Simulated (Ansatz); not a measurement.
`C[NH2+][B-](O)(O)O` at its PBE0-D4/def2-TZVP geometry, where that method's forces vanish. The species carries charge 0 and has multiplicity 1.

```json
{"atom": "C1", "x (Å)": "0.8675", "y (Å)": "0.1479", "z (Å)": "-1.5209"}
{"atom": "N2", "x (Å)": "-0.0375", "y (Å)": "0.7592", "z (Å)": "-0.5451"}
{"atom": "B3", "x (Å)": "-0.3911", "y (Å)": "-0.2155", "z (Å)": "0.8037"}
{"atom": "O4", "x (Å)": "0.8650", "y (Å)": "-0.3231", "z (Å)": "1.4818"}
{"atom": "O5", "x (Å)": "-1.3817", "y (Å)": "0.5647", "z (Å)": "1.4869"}
{"atom": "O6", "x (Å)": "-0.8759", "y (Å)": "-1.4402", "z (Å)": "0.2422"}
{"atom": "H7", "x (Å)": "1.0513", "y (Å)": "0.8030", "z (Å)": "-2.3744"}
{"atom": "H8", "x (Å)": "0.4222", "y (Å)": "-0.7872", "z (Å)": "-1.8558"}
{"atom": "H9", "x (Å)": "1.8073", "y (Å)": "-0.0732", "z (Å)": "-1.0175"}
{"atom": "H10", "x (Å)": "0.3530", "y (Å)": "1.6195", "z (Å)": "-0.1734"}
{"atom": "H11", "x (Å)": "-0.9302", "y (Å)": "0.9956", "z (Å)": "-0.9668"}
{"atom": "H12", "x (Å)": "1.1066", "y (Å)": "-1.2470", "z (Å)": "1.5544"}
{"atom": "H13", "x (Å)": "-1.0714", "y (Å)": "0.7663", "z (Å)": "2.3704"}
{"atom": "H14", "x (Å)": "-1.7851", "y (Å)": "-1.5699", "z (Å)": "0.5146"}
```

(1) For each bond, give half the difference of the two atoms' forces along it (eV/Å; positive pushes the atoms apart) under PBE-D4, r2SCAN-D4, B3LYP-D4, ωB97M-V in def2-TZVPP. (Estimate.)

## Answers

(1) The calculation gave: 
```json
{"bond": "C1–N2", "length (Å)": "1.465", "PBE-D4": "0.09", "r2SCAN-D4": "0.23", "B3LYP-D4": "0.28", "ωB97M-V": "0.24"}
{"bond": "C1–H7", "length (Å)": "1.091", "PBE-D4": "0.05", "r2SCAN-D4": "-0.07", "B3LYP-D4": "-0.09", "ωB97M-V": "-0.09"}
{"bond": "C1–H8", "length (Å)": "1.089", "PBE-D4": "0.10", "r2SCAN-D4": "-0.06", "B3LYP-D4": "-0.09", "ωB97M-V": "-0.09"}
{"bond": "C1–H9", "length (Å)": "1.089", "PBE-D4": "0.10", "r2SCAN-D4": "-0.05", "B3LYP-D4": "-0.09", "ωB97M-V": "-0.09"}
{"bond": "N2–B3", "length (Å)": "1.701", "PBE-D4": "-0.06", "r2SCAN-D4": "0.02", "B3LYP-D4": "0.03", "ωB97M-V": "0.01"}
{"bond": "N2–H10", "length (Å)": "1.015", "PBE-D4": "0.19", "r2SCAN-D4": "-0.03", "B3LYP-D4": "-0.07", "ωB97M-V": "-0.09"}
{"bond": "N2–H11", "length (Å)": "1.015", "PBE-D4": "0.19", "r2SCAN-D4": "-0.03", "B3LYP-D4": "-0.07", "ωB97M-V": "-0.09"}
{"bond": "B3–O4", "length (Å)": "1.432", "PBE-D4": "0.17", "r2SCAN-D4": "0.05", "B3LYP-D4": "0.07", "ωB97M-V": "0.08"}
{"bond": "B3–O5", "length (Å)": "1.434", "PBE-D4": "0.16", "r2SCAN-D4": "0.06", "B3LYP-D4": "0.06", "ωB97M-V": "0.08"}
{"bond": "B3–O6", "length (Å)": "1.432", "PBE-D4": "0.17", "r2SCAN-D4": "0.05", "B3LYP-D4": "0.07", "ωB97M-V": "0.08"}
{"bond": "O4–H12", "length (Å)": "0.958", "PBE-D4": "0.38", "r2SCAN-D4": "0.02", "B3LYP-D4": "-0.02", "ωB97M-V": "-0.06"}
{"bond": "O5–H13", "length (Å)": "0.958", "PBE-D4": "0.38", "r2SCAN-D4": "0.01", "B3LYP-D4": "-0.02", "ωB97M-V": "-0.07"}
{"bond": "O6–H14", "length (Å)": "0.958", "PBE-D4": "0.38", "r2SCAN-D4": "0.01", "B3LYP-D4": "-0.02", "ωB97M-V": "-0.06"}
```

B3LYP here is the variant with VWN-RPA as its local correlation; programs differ in this.

Results of the Gaussian-basis code of Ansatz.
